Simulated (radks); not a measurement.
Zr VI, 35 electrons, occupied as [Ar] 3d10 4s2 4p5.

Method: non-relativistic Kohn-Sham, BLYP, spin-unpolarised, spherical densities, point nucleus; relativity is left out, which matters for an element this heavy; computed with a radial shooting solver on a logarithmic mesh with Libxc functionals.

Energy parts (hartree):
| part | energy |
|---|---|
| total | -3535.16181 |
| kinetic | 3533.64031 |
| electron-nucleus | -8338.61752 |
| Hartree | 1380.43026 |
| exchange-correlation | -110.61486 |

Orbitals (lengths in bohr, moments of r in powers of bohr):
| orbital | occ. | eigenvalue (hartree) | <r^2> |
|---|---|---|---|
| 1s | 2 | -642.6694 | 0.001947 |
| 2s | 2 | -89.68671 | 0.03293 |
| 2p | 6 | -82.40387 | 0.02517 |
| 3s | 2 | -16.55408 | 0.2528 |
| 3p | 6 | -13.81883 | 0.2535 |
| 3d | 10 | -8.83207 | 0.2447 |
| 4s | 2 | -4.03789 | 1.601 |
| 4p | 5 | -3.25923 | 1.885 |

The highest occupied level is 4p at -88.688 eV. The density falls to 0.001 e/bohr^3 at r = 2.79 bohr. For comparison, the ionisation energy in NIST's Atomic Spectra Database is 96.38 eV (semi-empirical). In exact Kohn-Sham theory the highest level is minus the ionisation energy, but local and semilocal functionals leave it too shallow, through self-interaction and a potential that decays too fast; potentials with the right tail come closer.

Beside tabulated values, note that spin-unpolarised runs miss the spin-polarisation part of the exchange energy of open shells.
